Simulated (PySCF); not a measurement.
H₂Se, SMILES [SeH2].

Geometry optimised at ωB97X-D3(BJ)/def2-TZVPD.

Two levels are set side by side: TDDFT-PBE/def2-TZVPD (PySCF) and TDDFT-ωB97X/def2-TZVPD (PySCF). Vertical, same geometry. The lowest singlet is HOMO→LUMO 100 % with PBE and HOMO→LUMO+3 64 %, HOMO→LUMO+1 33 % with the other functional; states are paired by order. Differences are taken from unrounded values.

| quantity | TDDFT-ωB97X |
|---|---|
| lowest singlet excitation (eV) | 5.37 |
| lowest triplet excitation (TDA) (eV) | 4.95 |
| first bright state (f over 0.05) (eV) | 5.85 |
| its oscillator strength | 0.06 |

Problem. What does TDDFT-PBE give, and how far is it from TDDFT-ωB97X? (An estimate is asked for; the answer gives what the named calculation found.)

Solution. 
```tsv
quantity	TDDFT-PBE	TDDFT-PBE minus TDDFT-ωB97X
lowest singlet excitation (eV)	5.23	-0.14
lowest triplet excitation (TDA) (eV)	4.75	-0.20
first bright state (f over 0.05) (eV)	5.26	-0.59
its oscillator strength	0.06	0.00
```

Rough cost on one machine, each run with all the roots and properties that it gave: TDDFT-ωB97X against TDDFT-PBE about 5 times.
